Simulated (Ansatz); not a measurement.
The cluster Ta₂B₂, relaxed as a triplet with UKS PBE0-D4/def2-TZVP in Ansatz, starting from the PBE0-D4/def2-TZVP geometry of the neutral singlet. Force threshold 0.02 eV/Å.

In the def2 sets Ta takes a core potential; there is no spin–orbit coupling. The charge 0 triplet is spin-contaminated (final ⟨S²⟩ up to 2.15, 2.00 for a pure state). The relaxation made no stability test and no search for a lower SCF solution. At PBE0-D4/def2-TZVP a singlet of charge 0 lies 0.17 eV below the triplet, each at its own geometry. The structure comes from a short search, and lower isomers may exist.

Start:

```xyz
4

Ta    1.160    0.674    0.393
Ta   -0.329   -0.515   -1.257
B    -0.862    0.840    0.173
B     0.031   -0.999    0.692
```

```
step  energy (eV)  largest force component (eV/Å)  SCF passes
   1   -4445.7979                           0.888         150
   2   -4445.8439                           0.536         132
   3   -4445.8970                           2.276         211
   4   -4445.9211                           2.942         122
   5   -4446.3344                           1.366          58
   6   -4446.3971                           0.476          48
   7   -4446.4085                           0.065          45
   8   -4446.4086                           0.045          44
   9   -4446.4087                           0.003          37
```

Force components are those of the run's own axes.

End:

```tsv
atom	x (Å)	y (Å)	z (Å)
Ta1	1.234	0.664	0.215
Ta2	-0.160	-0.451	-1.335
B3	-0.890	0.616	0.358
B4	-0.184	-0.828	0.762
```

By distances, no bond broke or formed. The bond that changes most is B3–B4, from 2.11 to 1.66 Å (atoms count from 1).

No frequencies were taken in this run, so the end may be a saddle point.

Hardware: 4 threads of Arm Neoverse V2 on a shared host. Wall time 65 s.
